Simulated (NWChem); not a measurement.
Program: NWChem. System: H2BO2, charge 0, spin multiplicity 2, at a geometry optimised with UB3LYP/def2-SVP. The structure started from a generated list of species. Its SCF solution wasn't tested for a lower state. Level: UCCSD(T)/cc-pVDZ, 3 core orbitals frozen.

Part of the output:

```
             Northwest Computational Chemistry Package (NWChem) 7.3.0
             --------------------------------------------------------

                                NWChem Input Module
                                -------------------

 Scaling coordinates for geometry "geometry" by  1.889725989
 (inverse scale =  0.529177249)

 Turning off AUTOSYM since
 SYMMETRY directive was detected!

                             Geometry "geometry" -> ""
                             -------------------------

 Output coordinates in angstroms (scale by  1.889725989 to convert to a.u.)

  No.       Tag          Charge          X              Y              Z
 ---- ---------------- ---------- -------------- -------------- --------------
    1 O                    8.0000    -1.21586400     0.00000000    -0.04113100
    2 B                    5.0000     0.00000000     0.00000000     0.53790800
    3 O                    8.0000     1.21586400     0.00000000    -0.04113100
    4 H                    1.0000    -1.21840100     0.00000000    -1.01572500
    5 H                    1.0000     1.21840100     0.00000000    -1.01572500

 Effective nuclear repulsion energy (a.u.)      60.1765579132

            Nuclear Dipole moment (a.u.)
            ----------------------------
        X                 Y               Z
 ---------------- ---------------- ----------------
     0.0000000000     0.0000000000    -0.0000113384

      Symmetry information
      --------------------

 Group name             C2v
 Group number             16
 Group order               4
 No. of unique centers     3

      Symmetry unique atoms

     1    2    4


 Summary of "ao basis" -> "" (spherical)
 ------------------------------------------------------------------------------
       Tag                 Description            Shells   Functions and Types
 ---------------- ------------------------------  ------  ---------------------
 *                          cc-pvdz                   on all atoms

 Summary of "ao basis" -> "ao basis" (spherical)
 ------------------------------------------------------------------------------
       Tag                 Description            Shells   Functions and Types
 ---------------- ------------------------------  ------  ---------------------
 O                          cc-pvdz                  6       14   3s2p1d
 B                          cc-pvdz                  6       14   3s2p1d
 H                          cc-pvdz                  3        5   2s1p
[...]
     2   0 0 2    -10.633319    -14.878008     -8.386835     12.631525

                   NWChem Extensible Many-Electron Theory Module
                   ---------------------------------------------


            General Information
            -------------------
      Number of processors :     1
         Wavefunction type : Unrestricted Hartree-Fock
          No. of electrons :    23
           Alpha electrons :    12
            Beta electrons :    11
           No. of orbitals :   104
            Alpha orbitals :    52
             Beta orbitals :    52
        Alpha frozen cores :     3
         Beta frozen cores :     3
     Alpha frozen virtuals :     0
      Beta frozen virtuals :     0
         Spin multiplicity : doublet
    Number of AO functions :    52
       Number of AO shells :    24
        Use of symmetry is : on
      Symmetry adaption is : on
         Schwarz screening : 0.10D-09

          Correlation Information
          -----------------------
          Calculation type : Coupled-cluster singles & doubles w/ perturbation
   Perturbative correction : (T)
            Max iterations :      100
        Residual threshold : 0.10D-05
     T(0) DIIS level shift : 0.00D+00
     L(0) DIIS level shift : 0.00D+00
     T(1) DIIS level shift : 0.00D+00
     L(1) DIIS level shift : 0.00D+00
     T(R) DIIS level shift : 0.00D+00
     T(I) DIIS level shift : 0.00D+00
   CC-T/L Amplitude update :  5-th order DIIS
                I/O scheme : Global Array Library
        L-threshold :  0.10D-05
        EOM-threshold :  0.10D-05
 no EOMCCSD initial starts read in
 TCE RESTART OPTIONS
 SLICE:      F
 D4D5:       F
 quantumc:   F
 qrotation:  F
 pwtce:      F
 qducc:      F
 nacto:                         0
 nrotv:                         0
 nrot:                          0

            Memory Information
            ------------------
          Available GA space size is     249031392 doubles
          Available MA space size is     104854644 doubles

 Maximum block size supplied by input
 Maximum block size        24 doubles

 tile_dim =     16

 -------------------------------------------------

 Global array virtual files algorithm will be used

 Parallel file system coherency ......... OK


 half-transformed integrals in memory

 2-e (intermediate) file size =        14355536
 2-e (intermediate) file name = ./mol.v2i

 2-e integrals stored in memory



CCSD iterations
 ---------------------------------------------------------
 Iter          Residuum       Correlation     Cpu    Wall
 ---------------------------------------------------------
    1   0.1628995075609  -0.4365680115845     0.2     0.2
    2   0.0435490488289  -0.4419561139539     0.3     0.3
    3   0.0161100323559  -0.4487256982074     0.2     0.2
    4   0.0073266573835  -0.4500054917502     0.2     0.2
    5   0.0035132556323  -0.4507182872138     0.2     0.2
    6   0.0013247492903  -0.4510871415458     0.2     0.2
    7   0.0008091546474  -0.4511753776089     0.2     0.2
    8   0.0004993140258  -0.4511926844770     0.2     0.2
    9   0.0003370678050  -0.4511967136474     0.2     0.2
   10   0.0002219736312  -0.4512038296844     0.2     0.2
   11   0.0000264137433  -0.4512140156963     0.3     0.3
   12   0.0000135686151  -0.4512153980143     0.3     0.3
   13   0.0000074164842  -0.4512155232441     0.4     0.4
   14   0.0000046396472  -0.4512155752099     0.4     0.4
   15   0.0000028466403  -0.4512155411692     0.3     0.3
   16   0.0000006208559  -0.4512154799194     0.3     0.3
 -----------------------------------------------------------------
 Iterations converged
 CCSD correlation energy / hartree =        -0.451215479919364
 CCSD total energy / hartree       =      -176.073821864220406

 Singles contributions

 Doubles contributions
 CCSD(T)
 Using plain CCSD(T) code
             total no. of tasks         1000
 total no. of tasks / no. procs         1000
                         wl_min          125           2.2
                         wl_max       216000           7.7
        thresh for no. of tasks         1000

 CCSD[T]  correction energy / hartree =        -0.011538660488687
 CCSD[T] correlation energy / hartree =        -0.462754140408051
 CCSD[T] total energy / hartree       =      -176.085360524709102
 CCSD(T)  correction energy / hartree =        -0.010651026288008
 CCSD(T) correlation energy / hartree =        -0.461866506207372
 CCSD(T) total energy / hartree       =      -176.084472890508408

 Task  times  cpu:        9.8s     wall:        9.8s

 Total times  cpu:        9.9s     wall:        9.9s
```

Q: Write an NWChem input that would produce this output.

A: This is not unique; one that fits is 
```
start mol
memory heap 100 mb stack 700 mb global 1900 mb
geometry units angstroms nocenter noautoz
  O     -1.215864     0.000000    -0.041131
  B      0.000000     0.000000     0.537908
  O      1.215864     0.000000    -0.041131
  H     -1.218401     0.000000    -1.015725
  H      1.218401     0.000000    -1.015725
  symmetry group C2v
end
basis spherical
  * library cc-pvdz
end
scf
  uhf
  nopen 1
  maxiter 100
  thresh 1e-7
  semidirect memsize 60000000 filesize 0
  # guess.movecs holds the orbitals of an unrestricted PBE0 run
  vectors input guess.movecs output mol.movecs
end
tce
  freeze core 3
  ccsd(t)
  thresh 1e-6
  maxiter 100
  tilesize 24
end
task tce energy
```
